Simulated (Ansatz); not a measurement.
A series at Al: from `[SiH3][O][Al]([O][SiH3])[O][SiH3]`, ligands are replaced one by one, each step taking up H₂O and setting free `O[SiH3]`; n counts the steps. Ansatz, PBE0-D4/def2-TZVP geometries. Each molecule was computed in one conformer, which needn't be the lowest.

CBS adds triple-zeta CCSD(T) − MP2 to the MP2 limit, frozen cores; atoms without spin–orbit coupling. 

| n | molecule | atomization energy, CCSD(T)/CBS (kJ/mol) |
| --- | --- | --- |
| 0 | `[SiH3][O][Al]([O][SiH3])[O][SiH3]` | 5782.3 |
| 1 | `[OH][Al]([O][SiH3])[O][SiH3]` | 4792.6 |
| 2 | `[OH][Al]([OH])[O][SiH3]` | 3803.2 |
| 3 | `[OH][Al]([OH])[OH]` | ? |

Problem. By hand: fit a straight line y = ȳ + b (n − n̄) to the 3 given rows and predict n = 3.

Solution. n̄ = 1.000, ȳ = 4792.70; Σ(n − n̄)(y − ȳ) = -1979.10, Σ(n − n̄)² = 2.000, so b = -989.55 kJ/mol a step. Prediction: 4792.70 + (-989.55) × (2.000) = 2813.6 kJ/mol.

Problem. By hand: compare with the computed value, 2814.1 kJ/mol, and give the steps along the whole series.

Solution. The line misses by 0.5 kJ/mol (computed minus predicted). Steps: -989.7, -989.4, -989.1 kJ/mol.

The steps differ by at most 0.6 kJ/mol, 0.1 % of a mean step, so the ligands' effects nearly add and a line is close. The miss is 0.0 % of the series' range. The energies themselves are unsure by some kJ/mol a bond, though much of that is common to the series.
